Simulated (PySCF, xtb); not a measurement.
C2H8InN, SMILES [CH3][In]([CH3])[NH2].

GFN2-xTB (xtb) at its own geometry gives an orbital gap of 3.19 eV and a dipole moment of 1.51 D.

Geometry: B3LYP-D3(BJ)/def2-SVP. The structure was generated by enumeration; whether it is a known compound was not checked. The def2 effective core potentials stand for the cores of In; spin–orbit coupling is left out. One conformer was computed; it need not be the lowest.

Q: What does HF/def2-TZVP (PySCF) give? (An estimate is asked for; the answer gives what the named calculation found.)

A: gap 11.55 eV (levels -9.80 and 1.75 eV), dipole 0.51 D.
